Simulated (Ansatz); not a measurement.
**Question.** Predict a relaxed structure of Be₃⁺, charge 1, doublet, at PBE0/def2-TZVP (Ansatz).

**Answer.** 
```xyz
3

Be    0.0000    0.0000    0.0000
Be    1.9704    0.8478   -0.4586
Be   -1.9704   -0.8478    0.4586
```
Point group D∞h (tolerance 0.1 Å). This is one stationary point.

The structure comes from a short search, and lower isomers may exist.
